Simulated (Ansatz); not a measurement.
Consider the hydrogen abstraction from the In–H bond: `C[O][InH][NH2]` + `[CH3]`• → `C[O][In][NH2]`• + CH₄.

Calculated with Ansatz (gas phase, PBE0-D4/def2-TZVP geometries, no zero-point term in ΔE). CCSD(T)/CBS adds triple-zeta CCSD(T) − MP2 to the extrapolated MP2 energy (def2 sets, frozen cores). This one scheme is used for every species. DFT in def2-TZVPP. B3LYP here is the variant with VWN-RPA as its local correlation; programs differ in this. No spin–orbit coupling; open shells (•) take unrestricted orbitals. Elements past krypton have def2 core potentials. For In outer-core shells are correlated without core-valence functions, which leaves a few kJ/mol of doubt a bond. One conformer a species, not always the lowest.

| level | ΔE (kcal/mol) | difference from CCSD(T)/CBS |
| --- | --- | --- |
| LDA (SPW92) | -46.6 | -8.8 |
| PBE-D4 | -44.7 | -6.9 |
| revPBE-D4 | -44.6 | -6.8 |
| BLYP-D4 | -45.5 | -7.7 |
| r2SCAN-D4 | -39.6 | -1.8 |
| B97M-V | -40.3 | -2.5 |
| PBE0-D4 | -40.6 | -2.8 |
| B3LYP-D4 | -42.3 | -4.5 |
| r2SCANh-D4 | -38.7 | -0.9 |
| r2SCAN0-D4 | -37.4 | 0.4 |
| BHLYP-D4 | -37.7 | 0.1 |
| CAM-B3LYP-D4 | -38.6 | -0.8 |
| ωB97X-V | -37.4 | 0.4 |
| ωB97M-V | -38.6 | -0.8 |
| B2PLYP | -40.8 | -3.0 |
| PBE-QIDH | -38.3 | -0.5 |
| PBE | -45.0 | -7.2 |
| revPBE | -44.7 | -6.9 |
| BLYP | -45.9 | -8.1 |
| r2SCAN | -39.8 | -2.0 |
| PBE0 | -40.8 | -3.0 |
| B3LYP | -42.6 | -4.8 |
| r2SCANh | -38.8 | -1.0 |
| r2SCAN0 | -37.5 | 0.3 |
| BHLYP | -37.9 | -0.1 |
| CAM-B3LYP | -38.9 | -1.1 |
| LC-ωPBE | -35.1 | 2.7 |
| RPA@PBE/def2-TZVPP | -39.2 | -1.4 |
| MP2/def2-SVP | -40.5 | -2.7 |
| CCSD/def2-SVP | -38.6 | -0.8 |
| CCSD(T)/def2-SVP | -39.8 | -2.0 |
| HF/def2-TZVPP | -30.1 | 7.7 |
| MP2/def2-TZVPP | -39.0 | -1.2 |
| SCS-MP2/def2-TZVPP | -38.1 | -0.3 |
| CCSD/def2-TZVPP | -36.5 | 1.3 |
| CCSD(T)/def2-TZVPP | -37.7 | 0.1 |
| HF/def2-QZVPP | -30.1 | 7.7 |
| MP2/def2-QZVPP | -39.0 | -1.2 |
| MP2/CBS(def2) | -39.1 | -1.3 |
| CCSD/CBS(def2) | -36.6 | 1.2 |
| CCSD(T)/CBS | -37.8 | 0 |

(1) What do rigid-rotor, harmonic-oscillator terms from PBE0-D4/def2-TZVP frequencies (298.15 K, 1 bar) make of the CCSD(T)/CBS value? (Estimate.)

Largest T1 diagnostic among the species: 0.021.

## Answers

(1) The calculation gave: ΔZPE = +5.1 kcal/mol, ΔH = -33.1 kcal/mol, ΔS = -6 J/(mol·K), ΔG = -32.6 kcal/mol. Open shells count their whole term as degenerate. Modes under 50 cm⁻¹ make the entropy rough.

In def2-TZVPP, CCSD(T) changes the Hartree–Fock value by −7.6 kcal/mol (the triples alone add −1.2 kcal/mol) and MP2 by −8.9 kcal/mol. Leaving LDA and LC-ωPBE aside and taking each functional with its dispersion term where it has one, the values spread over 8.1 kcal/mol, from BLYP-D4 to ωB97X-V. LDA lies −1.7 kcal/mol from PBE without D4.

CCSD(T)/CBS has its own doubt, a few kJ/mol and more with outer-core shells, so smaller differences from it don't rank the levels.
